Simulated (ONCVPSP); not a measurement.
What one change does to a pseudopotential (Bi, ONCV)

ONCVPSP 4.0.1 input, shortened (lines: element, Z, core and valence counts, functional; n l f; lmax; l rc ep ncon nbas qcut; lloc lpopt rc5 dvloc0; l nproj debl; icmod fcfact rcfact), PBE, scalar-relativistic:

```
  Bi 83.00   12    3        4      upf
    1    0    2.00
    2    0    2.00
    2    1    6.00
    3    0    2.00
    3    1    6.00
    3    2   10.00
    4    0    2.00
    4    1    6.00
    4    2   10.00
    4    3   14.00
    5    0    2.00
    5    1    6.00
    5    2   10.00
    6    0    2.00
    6    1    2.00
    3
    0    1.65    0.00    3    7    3.30
    1    1.95    0.00    3    6    3.60
    2    1.90    0.00    4    8    9.70
    3    1.85    0.35    4    8    6.60
    4    5    1.25    4.00
    0    2    1.00
    1    2    2.60
    2    2    3.50
    3    1    2.70
    0    0.00    0.00
```

Change: local potential polynomial inside 1.05 bohr (lpopt 1, dvloc0 0 Ha).

Cutoffs: the cutoffs (Ha) at which the residual kinetic energy of the hardest occupied pseudo-wave falls to 1 and 0.1 mHa per electron; they do not see the model core or the augmentation charge, which bear on the density cutoff. Errors are all-electron minus pseudo energies relative to the spin-unpolarised reference configuration.

Task: How do hardness, ghosts and transferability respond?

Result: The potential gets neither clearly harder nor softer (28 Ha and 36 Ha → 28 Ha and 36 Ha); the bound ghosts move from s to p, s; the lowest positive-energy flag moves from p at 40.6 eV to none; of the 4 tests that both files solve, the error grows in 0 and shrinks in 1 by more than 15 % and 0.3 meV (median size 10.4 → 10.7 meV); the range in which the s phases agree narrows (upper end 4.3 → 3.3); the range in which the p phases agree widens (upper end 1.4 → 4.5). In the separable form a ghost depends on how the local part lies against the semilocal potential of the channel, so the choice of the local part can create or remove one.

| quantity | base | changed |
| --- | --- | --- |
| cutoff, loose | 28 Ha | 28 Ha |
| cutoff, tight | 36 Ha | 36 Ha |
| bound ghosts | s | s, p |
| GHOST(+) flags under 300 eV | p at 40.6 eV | none |
| error for 5d10 6s2 6p3, meV [ΔE -7.91 eV] | +4.7 | +3.3 |
| error for 5d10 6s2 6p1, meV [ΔE 15.25 eV] | -7.3 | -8.2 |
| error for 5d10 6s2 6p0, meV [ΔE 38.59 eV] | -13 | -13 |
| error for 5d9 6s2 6p4, meV [ΔE 16.29 eV] | -191 | -193 |
| s: phases at 1.68 bohr within 0.05 rad from the reference energy up to (Ha; the scan ends near 5) | 4.3 | 3.3 |
| p: phases at 1.97 bohr within 0.05 rad from the reference energy up to (Ha; the scan ends near 5) | 1.4 | 4.5 |
| d: phases at 1.93 bohr within 0.05 rad from the reference energy up to (Ha; the scan ends near 5) | to the end of the scan | to the end of the scan |
| f: phases at 1.88 bohr within 0.05 rad from the reference energy up to (Ha; the scan ends near 5) | 3.6 | 3.6 |

 A true bound ghost makes a file unfit for plane-wave use even where its test errors are small: the radial tests pick states by their node count and pass the ghost by.
